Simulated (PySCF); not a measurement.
PBE on P⁻ (phosphorus, charge -1), [Ne] 3s2 3p4, high-spin 3P determinant. Calculation: PySCF 2.14, in x2c-QZVPPall with one added diffuse shell each of s, p, d, f type (10s7p5d3f1g, 86 functions); scalar relativity by spin-free X2C-1e.

```
cycle= 1 E= -341.973769545963  delta_E= -0.0134  |g|= 0.0179  |ddm|= 0.187
cycle= 2 E= -341.973773340952  delta_E= -3.79e-06  |g|= 0.0182  |ddm|= 0.0562
cycle= 3 E= -341.974086034035  delta_E= -0.000313  |g|= 0.00915  |ddm|= 0.0495
cycle= 4 E= -341.974149026571  delta_E= -6.3e-05  |g|= 0.00155  |ddm|= 0.0112
cycle= 5 E= -341.974153177164  delta_E= -4.15e-06  |g|= 0.000316  |ddm|= 0.00548
cycle= 6 E= -341.974153324946  delta_E= -1.48e-07  |g|= 3.53e-05  |ddm|= 0.00101
cycle= 7 E= -341.97415332655  delta_E= -1.6e-09  |g|= 3.12e-06  |ddm|= 7.54e-05
cycle= 8 E= -341.974153326561  delta_E= -1.1e-11  |g|= 5.21e-07  |ddm|= 6.9e-06
converged SCF energy = -341.974153326561  <S^2> = 2.0094681  2S+1 = 3.0063054
```

Highest occupied orbital energy: 1.783 eV; ⟨L²⟩ = 2.04; populations by l: s 6.00, p 10.00, d 0.00, f 0.00.

Q: Can this result be used?

A: With care. The run converged. At PBE the highest occupied level has a positive energy, so only the finite basis holds that electron; in a semilocal or global hybrid functional this comes from self-interaction and does not mean that the real anion is unbound.
